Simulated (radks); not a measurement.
Cs+, configuration [Kr] 4d9 5s2 5p6 5d1 (not the ground configuration). Calculated with a radial shooting solver on a logarithmic mesh with Libxc functionals: non-relativistic Kohn-Sham, TPSS, spin-polarised, spherical densities, point nucleus; open shells are filled with parallel spins first (spin-orbit coupling, left out, can overturn this in heavy ions); meta-GGA in the generalised Kohn-Sham scheme; relativity is left out, which matters for an element this heavy.

Unscreened Slater integrals over Kohn-Sham orbitals (eV). They are taken over the spin-up orbitals.

F0(5d,5d): 7.9332
F2(5d,5d): 4.0420
F4(5d,5d): 2.6376
F0(5d,5p): 9.4231
F2(5d,5p): 4.3805
G1(5d,5p): 5.0142
G3(5d,5p): 3.0809
F0(5d,5s): 9.7054
G2(5d,5s): 3.2432
F0(5d,4d): 10.549
F2(5d,4d): 1.8545
F4(5d,4d): 0.74327
G0(5d,4d): 0.38706
G2(5d,4d): 0.46268
G4(5d,4d): 0.37967
F0(5p,5p): 12.355
F2(5p,5p): 6.6741
F0(5p,5s): 13.077
G1(5p,5s): 8.9160
F0(5p,4d): 15.479
F2(5p,4d): 4.2919
G1(5p,4d): 1.1961
G3(5p,4d): 1.1622
F0(5s,5s): 13.973
F0(5s,4d): 17.183
G2(5s,4d): 1.7069
F0(4d,4d): 30.016
F2(4d,4d): 15.324
F4(4d,4d): 10.245

Derived for the open shells (J is the average intra-shell exchange parameter used in DFT+U). 4d: Racah B = F2/49 - 5 F4/441 = 0.1966 eV, C = 35 F4/441 = 0.8131 eV, C/B = 4.14, F4/F2 = 0.669, J = (F2 + F4)/14 = 1.826 eV. 5d: Racah B = F2/49 - 5 F4/441 = 0.05258 eV, C = 35 F4/441 = 0.2093 eV, C/B = 3.98, F4/F2 = 0.653, J = (F2 + F4)/14 = 0.4771 eV.
